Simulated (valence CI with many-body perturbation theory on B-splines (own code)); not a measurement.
E1 transitions of Os⁴⁺

Method: valence CI with perturbative core correlation (CI+MBPT): four valence electrons over a frozen Dirac-Fock core [Xe] 4f14, radial functions for each j: 7 s, 7 p, 8 d, 6 f, 4 g, 1 h, with the one-electron correlation potential Σ1 (screened to all orders), the two-electron term Σ2, the three-electron term Σ3, Breit, model QED; selected single and double excitations, second order for the rest, scaled by the run's own slope (own B-spline code, finite nucleus).

Set against measurement, 56 paired levels are off by 798 cm⁻¹ on average, the worst by 2333. These come from a selection out of Palmeri et al., Atoms 14, 22 (2026). Levels without a partner in it may be off by more, other configurations by 1,000 to 8,000 cm⁻¹. Among the levels kept, up to 310 cm⁻¹ of a level comes from second order outside the variational space, and about a tenth of that is noise between levels of different J, which matters for small intervals.

Lines 151 to 200 of 586 in falling wavelength, among levels below 232710 cm⁻¹, chosen from the strongest by gf and those to the six lowest levels. Wavelengths and rates use the calculated energies, so an error of 800 cm⁻¹ moves a line at 1243 Å by 0.99 % and its rate by three times that or more. Electric multipoles are in the length gauge, E1 and E2 with the static RPA response of the core. Weak lines are less certain than strong ones. Lines between different terms over intervals too small for the method are left out, as are lines whose strength nearly cancels. Where a level lies close to another of its J and parity, the split of strength between their lines is uncertain. The highest levels of a list are the least certain.

Names give the largest LS component (configuration and term), which can be under half, so a name can repeat, a term be missing and a line seem to break the LS rules; names also repeat where a configuration has a term twice. Letters in brackets count levels of one name in rising energy.

```
λ vac (Å)             Upper            Lower   A (s⁻¹)  S (a.u.)
     1243  5d3.6p 1F°_3 [d]  5d3.6s 1D_2 [b]  8.42e+08  5.59e+00
     1240  5d3.6p 3D°_2 [f]  5d3.6s 3F_2 [b]  2.64e+08  1.24e+00
     1239  5d3.6p 3D°_3 [d]      5d3.6s 3P_2  4.45e+08  2.92e+00
     1238  5d3.6p 3D°_2 [g]      5d3.6s 1P_1  1.70e+08  7.97e-01
     1235  5d3.6p 1F°_3 [b]      5d3.6s 1F_3  7.84e+08  5.11e+00
     1234  5d3.6p 3G°_3 [b]      5d3.6s 5P_2  2.46e+08  1.60e+00
     1234  5d3.6p 3G°_4 [c]      5d3.6s 1H_5  2.52e+08  2.11e+00
     1233  5d3.6p 5G°_5 [a]      5d3.6s 5F_4  2.58e+08  2.62e+00
     1232  5d3.6p 3F°_4 [d]      5d3.6s 1G_4  6.48e+08  5.38e+00
     1231  5d3.6p 3F°_4 [b]  5d3.6s 3H_5 [a]  1.12e+08  9.27e-01
     1230  5d3.6p 3D°_1 [e]  5d3.6s 3P_1 [a]  2.96e+08  8.16e-01
     1229  5d3.6p 3S°_1 [b]  5d3.6s 3F_2 [c]  6.25e+08  1.72e+00
     1226  5d3.6p 3F°_3 [a]  5d3.6s 3F_2 [a]  2.39e+08  1.52e+00
     1224  5d3.6p 1H°_5 [a]  5d3.6s 3F_4 [a]  7.94e+07  7.91e-01
     1223  5d3.6p 3D°_3 [f]  5d3.6s 3F_2 [b]  1.49e+08  9.43e-01
     1222  5d3.6p 5D°_4 [b]  5d3.6s 3F_3 [a]  1.14e+08  9.25e-01
     1222  5d3.6p 3F°_2 [d]  5d3.6s 3D_1 [a]  1.79e+08  8.08e-01
     1221  5d3.6p 5G°_5 [b]      5d3.6s 5F_5  1.18e+08  1.17e+00
     1220  5d3.6p 1G°_4 [a]  5d3.6s 3F_4 [a]  4.72e+08  3.81e+00
     1219  5d3.6p 3G°_3 [c]  5d3.6s 3F_4 [a]  1.50e+08  9.39e-01
     1219  5d3.6p 3D°_3 [c]  5d3.6s 3D_2 [a]  7.16e+08  4.48e+00
     1218  5d3.6p 3F°_4 [d]  5d3.6s 3F_4 [b]  1.24e+08  9.94e-01
     1218  5d3.6p 3H°_5 [b]      5d3.6s 3G_4  6.13e+08  6.02e+00
     1218      5d3.6p 5F°_4      5d3.6s 5F_4  1.49e+08  1.20e+00
     1217  5d3.6p 3H°_6 [c]      5d3.6s 3H_6  5.40e+08  6.24e+00
     1217  5d3.6p 3D°_3 [h]  5d3.6s 3D_3 [b]  4.07e+08  2.53e+00
     1216  5d3.6p 3H°_6 [d]      5d3.6s 1H_5  1.13e+09  1.31e+01
     1215  5d3.6p 3D°_1 [d]  5d3.6s 3P_0 [a]  3.41e+08  9.04e-01
     1214  5d3.6p 3S°_1 [b]  5d3.6s 3F_2 [b]  3.20e+08  8.48e-01
     1214  5d3.6p 3D°_2 [e]  5d3.6s 3P_1 [b]  3.60e+08  1.59e+00
     1213  5d3.6p 3D°_2 [e]      5d3.6s 3P_2  3.23e+08  1.42e+00
     1213  5d3.6p 3F°_4 [d]  5d3.6s 3F_3 [b]  2.90e+08  2.29e+00
     1211  5d3.6p 3D°_3 [g]  5d3.6s 3F_2 [c]  3.97e+08  2.44e+00
     1209  5d3.6p 1D°_2 [b]  5d3.6s 3F_2 [b]  1.89e+08  8.25e-01
     1208  5d3.6p 3H°_4 [a]      5d3.6s 5F_3  2.46e+08  1.93e+00
     1207  5d3.6p 3F°_4 [c]  5d3.6s 3D_3 [a]  1.24e+09  9.67e+00
     1206  5d3.6p 3D°_3 [h]  5d3.6s 3D_2 [b]  1.00e+09  6.09e+00
     1205  5d3.6p 3D°_3 [a]  5d3.6s 3F_2 [a]  2.02e+08  1.22e+00
     1205  5d3.6p 1P°_1 [a]      5d3.6s 1P_1  8.09e+08  2.09e+00
     1204  5d3.6p 1F°_3 [a]  5d3.6s 1D_2 [a]  6.52e+08  3.93e+00
     1203  5d3.6p 3S°_1 [a]      5d3.6s 3P_2  7.98e+08  2.06e+00
     1203  5d3.6p 3G°_5 [b]      5d3.6s 3H_4  3.29e+08  3.11e+00
     1203  5d3.6p 5D°_4 [c]  5d3.6s 3F_3 [a]  1.26e+08  9.70e-01
     1202  5d3.6p 5D°_4 [c]      5d3.6s 3G_4  2.28e+08  1.76e+00
     1201  5d3.6p 3F°_3 [b]      5d3.6s 3H_4  2.06e+08  1.23e+00
     1200  5d3.6p 3D°_2 [d]  5d3.6s 3P_1 [a]  6.88e+08  2.94e+00
     1199  5d3.6p 1D°_2 [d]  5d3.6s 3D_1 [b]  6.05e+08  2.57e+00
     1199  5d3.6p 3D°_1 [d]  5d3.6s 3D_1 [a]  5.89e+08  1.50e+00
     1198  5d3.6p 3D°_3 [g]  5d3.6s 3F_3 [b]  2.97e+08  1.76e+00
     1197      5d3.6p 5G°_6      5d3.6s 5F_5  1.27e+09  1.40e+01
```
